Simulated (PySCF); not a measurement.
## Steps of a relaxation of [Nd(H2O)]3+

[Nd(H2O)]3+ (singlet in the valence; each metal's 4f electrons, 3 of them, lie in its core potential, out of spins and levels). PySCF 2.14.0, RKS PBE, Nd lcecp-1-SVP with ECP49, O def2-SVP, H def2-SVP; non-relativistic Hamiltonian with scalar-relativistic core potentials where named; density fitting; no spin-orbit coupling. Origin of the start: template. Columns: position (Å) and force (eV/Å). Energies are counted from the last step; some of the 6 steps are shown. Forces carry noise of the integration grid, about 0.01 to 0.03 eV/Å.

Run from Python with OMP_NUM_THREADS=2. Where DIIS fails, smearing, a level shift and second-order steps follow.
It took 7.6 s on 2 threads of Arm Neoverse V1, on a shared host, from the converged density of the start.

```xyz
4
step 0  E = 0.333 eV
Nd    0.0000    0.0000   -0.2915     0.00    0.00    1.65
O     0.0000    0.0000    2.2310     0.00    0.00   -3.50
H     0.7700    0.0000    2.8210     1.25    0.00    0.92
H    -0.7700    0.0000    2.8210    -1.25    0.00    0.92
```

```xyz
4
step 2  E = 0.023 eV
Nd    0.0000    0.0000   -0.1514     0.00    0.00    0.48
O     0.0000    0.0000    2.1405     0.00    0.00    0.52
H     0.7968    0.0000    2.7961    -0.48    0.00   -0.50
H    -0.7968    0.0000    2.7961     0.48    0.00   -0.50
```

```xyz
4
step 3  E = 0.006 eV
Nd    0.0000    0.0000   -0.1166     0.00    0.00   -0.01
O     0.0000    0.0000    2.1316     0.00    0.00    0.64
H     0.7925    0.0000    2.7832    -0.29    0.00   -0.32
H    -0.7925    0.0000    2.7832     0.29    0.00   -0.32
```

Where does the relaxation end?

It converges at step 5 in C2v:
```xyz
4
step 5  E = 0
Nd    0.0000    0.0000   -0.1126
O     0.0000    0.0000    2.1404
H     0.7886    0.0000    2.7768
H    -0.7886    0.0000    2.7768
```

How did the contacts change?


| contact | start (Å) | end (Å) |
| --- | --- | --- |
| Nd1–O2 (H2O) | 2.522 | 2.253 |


An lcecp potential fixes the number of 4f electrons, so in runs with it no electron can move into or out of that shell.
